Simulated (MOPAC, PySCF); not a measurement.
C₄H₈O, SMILES `C(C)C(C)=O` (C–C–C–O torsion 90°), neutral singlet in the gas phase. 

Cartesian coordinates (Å):
SMILES: CCC(C)=O
```xyz
13

C     -1.4842     0.6076    -0.4565
C     -0.7391    -0.6059     0.1180
C      0.7108    -0.6008    -0.3312
C      1.6912     0.1513     0.5404
O      1.0556    -1.1554    -1.3492
H     -2.5305     0.5942    -0.1496
H     -1.4477     0.5961    -1.5463
H     -1.0476     1.5468    -0.1113
H     -0.7944    -0.5914     1.2094
H     -1.1978    -1.5271    -0.2423
H      1.2930     1.1270     0.8270
H      2.6424     0.2691     0.0264
H      1.8483    -0.4116     1.4652
```
Charge 0, multiplicity 1.

All levels are single points at this geometry (B3LYP-D3(BJ)/def2-TZVP); Pople sets use spherical d functions. Orbital energies aren't observables, and empty levels follow the basis.

HF/STO-3G in PySCF gives gap (eV) = 16.80.

Task: Estimate the gap (eV) from each of these levels: PBE-D3(BJ)/def2-TZVP in PySCF; TPSSh-D3(BJ)/def2-TZVP in PySCF; B3LYP/3-21G in PySCF; BP86/6-31G* in PySCF; M06-2X/6-31G* in PySCF; PBE/6-31G* in PySCF; SVWN5/6-31G* in PySCF; HF/6-31G* in PySCF; AM1 in MOPAC; PM3 in MOPAC; PM6 in MOPAC; PM7 in MOPAC.

Result: 
| level | gap (eV) |
|---|---|
| PBE-D3(BJ)/def2-TZVP in PySCF | 3.98 |
| TPSSh-D3(BJ)/def2-TZVP in PySCF | 5.32 |
| B3LYP/3-21G in PySCF | 6.25 |
| BP86/6-31G* in PySCF | 4.00 |
| M06-2X/6-31G* in PySCF | 9.50 |
| PBE/6-31G* in PySCF | 3.97 |
| SVWN5/6-31G* in PySCF | 3.88 |
| HF/6-31G* in PySCF | 15.33 |
| AM1 in MOPAC | 11.49 |
| PM3 in MOPAC | 11.48 |
| PM6 in MOPAC | 10.78 |
| PM7 in MOPAC | 10.96 |
